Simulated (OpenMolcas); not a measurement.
## Potential curves of AsO⁺: spin-free states

Calculated with OpenMolcas 26.06: state-averaged CASSCF(6,6) over As 4p, O 2p, XMS-CASPT2 (IPEA 0.25, imaginary shift 0.2 hartree), scalar X2C, ANO-RCC-VTZP, then RASSI spin–orbit state interaction with atomic mean-field integrals. C2 symmetry about the axis (a holds Σ, Δ, Γ; b holds Π, Φ, H; Σ⁺ and Σ⁻ are not told apart); roots by multiplicity and irrep: 1a 4, 3a 4, 3b 2.

XMS-CASPT2 energies in eV from the lowest point. Curves are followed by energy order within each symmetry, so they are adiabatic and may change character at avoided crossings; Σ⁺ and Σ⁻ are counted together.

| R (Å) | (1)1Σ | (1)3Σ | (2)3Σ | (2)1Σ | (1)3Π |
| --- | --- | --- | --- | --- | --- |
| 1.423 | 1.019 | 6.672 | 7.775 | 7.772 | 6.425 |
| 1.494 | 0.272 | 5.145 | 6.234 | 6.228 | 5.423 |
| 1.564 | 0.000 | 4.179 | 5.251 | 5.249 | 4.870 |
| 1.642 | 0.071 | 3.567 | 4.620 | 4.617 | 4.625 |
| 1.720 | 0.381 | 3.289 | 4.322 | 4.321 | 4.640 |
| 1.830 | 1.034 | 3.256 | 4.260 | 4.260 | 4.907 |
| 1.971 | 2.005 | 3.549 | 4.523 | 4.513 | 5.416 |
| 2.190 | 3.421 | 4.258 | 5.200 | 5.158 | 6.128 |
| 2.502 | 4.850 | 5.168 | 6.054 | 5.926 | 6.425 |

Left out for impure symmetry, kinks or missing points, though low: (1)3Δ, (1)1Δ. Only roots inside an energy window near the equilibrium distance were included, so the list of states is not complete; labels number the states computed. Each spin and symmetry block has orbitals of its own, averaged over its own roots, so gaps between blocks are less sure than gaps within one and near the minimum can be off by tenths of an eV, in bad cases by more. No Rydberg orbitals are active, so Rydberg states, and σ→σ* states whose orbital the CASSCF left unused, can be missing between those listed. CASPT2 splits the two components of degenerate states numerically, here by up to 117 cm⁻¹. No roots were computed in block 1b (none fell in the window or the block failed), so states of that kind are missing and can lie low or lowest. Points that failed a check (symmetry, reference weights, a jump) are left out.
